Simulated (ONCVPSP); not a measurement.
# u(r) = r·R(r): atom against pseudo-atom (scandium)

Columns: radius, all-electron u(r) and pseudo u(r) of the 3d shell (level -3.81 eV) of scandium in the configuration [Ne] 3s2 3p6 3d1 4s1.5 4p0.5; PBE, scalar-relativistic, ONCV scheme, ONCVPSP 4.0.1.

```csv
r (bohr),all-electron,pseudo
0.108,0.0289,0.0026
0.215,0.1275,0.0194
0.322,0.2577,0.0608
0.430,0.3869,0.1324
0.538,0.4971,0.2326
0.645,0.5834,0.3528
0.752,0.6466,0.4819
0.860,0.6884,0.6063
0.968,0.7114,0.7100
1.075,0.7196,0.7823
1.182,0.7167,0.8206
1.290,0.7055,0.8268
1.398,0.6885,0.8054
1.505,0.6678,0.7642
1.612,0.6446,0.7118
1.720,0.6197,0.6572
1.828,0.5942,0.6094
1.935,0.5687,0.5725
2.042,0.5436,0.5439
2.150,0.5187,0.5187
2.258,0.4946,0.4946
2.365,0.4716,0.4716
2.472,0.4495,0.4495
2.580,0.4283,0.4283
2.688,0.4081,0.4081
2.795,0.3890,0.3890
```

(1) How many radial nodes do the two functions have?

(2) At about which radius was the pseudo-wave matched?

(3) Is the pseudo-wave norm-conserving?

## Answers

(1) The all-electron 3d function has n − l − 1 = 0; the pseudo-wave has 0.

(2) 2.15 bohr. The columns agree to 0.0005 from 2.04 bohr on; several derivatives are matched, so the curves merge somewhat inside the radius.

(3) Yes: the ONCV scheme keeps the norm inside the radius equal to the all-electron one, which fixes the energy derivative of the logarithmic derivative at the level.
